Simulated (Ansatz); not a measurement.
Computed with Ansatz on PBE0-D4/def2-TZVP structures; ΔE is electronic, products minus reactants. CCSD(T)/CBS adds triple-zeta CCSD(T) − MP2 to the extrapolated MP2 energy (def2 sets, frozen cores). This one scheme is used for every species. DFT in def2-TZVPP. HSE06 is defined as in plane-wave codes. Each species was taken in one conformer, which may not be the lowest.

Reaction (ligand exchange at the Al–O bond): `[NH2][Al]([NH2])[OH]` + HCl → `[NH2][Al]([NH2])[Cl]` + H₂O

`[NH2][Al]([NH2])[OH]`:

```xyz
9

N     1.418    0.236   -0.934
Al   -0.174    0.060   -0.195
N    -0.352   -0.423    1.497
O    -1.512    0.378   -1.190
H     2.300    0.082   -0.477
H     1.560    0.510   -1.891
H     0.411   -0.619    2.122
H    -1.229   -0.543    1.976
H    -2.421    0.320   -0.907
```

HCl:

```xyz
2

Cl    0.248    0.156   -0.569
H    -0.248   -0.156    0.569
```

`[NH2][Al]([NH2])[Cl]`:

Z-matrix (Å, degrees):
```
N
Al 1 1.758
H 1 1.006 2 123.6
H 1 1.006 2 125.8 3 -180.0
N 2 1.758 1 123.5 3 -180.0
Cl 2 2.099 1 118.2 3 0.0
H 5 1.006 2 125.8 1 0.0
H 5 1.006 2 123.6 1 180.0
```

H₂O:

Z-matrix (Å, degrees):
```
O
H 1 0.960
H 1 0.960 2 105.1
```

(1) Is it downhill or uphill in electronic energy at CCSD(T)/CBS, and by how much? (Best estimate.)

(2) What do these levels give: HSE06-D4, BHLYP-D4, BLYP, CAM-B3LYP, CCSD/def2-SVP, MP2/def2-QZVPP? (An estimate is asked.)

(3) What do rigid-rotor, harmonic-oscillator terms from PBE0-D4/def2-TZVP frequencies (298.15 K, 1 bar) make of the CCSD(T)/CBS value? (Estimate.)

Largest T1 diagnostic among the species: 0.010.

## Answers

(1) Computed: Downhill: ΔE = -38.9 kJ/mol.

(2) Ansatz gave: HSE06-D4 -43.2, BHLYP-D4 -38.6, BLYP -30.5, CAM-B3LYP -31.4, CCSD/def2-SVP -37.8, MP2/def2-QZVPP -39.2 kJ/mol.

(3) The calculation gave: ΔZPE = +8.2 kJ/mol, ΔH = -31.1 kJ/mol, ΔS = -7 J/(mol·K), ΔG = -29.1 kJ/mol.

In def2-TZVPP, CCSD(T) changes the Hartree–Fock value by +5.2 kJ/mol (the triples alone add −0.3 kJ/mol) and MP2 by +3.1 kJ/mol. From PBE to PBE0 (25 % exact exchange), in def2-TZVPP and without D4, ΔE moves by −3.1 kJ/mol. Leaving LDA and LC-ωPBE aside and taking each functional with its dispersion term where it has one, the values, not all of them listed here, spread over 10.5 kJ/mol, from HSE06-D4 to BLYP-D4. LDA lies +3.9 kJ/mol from PBE without D4.
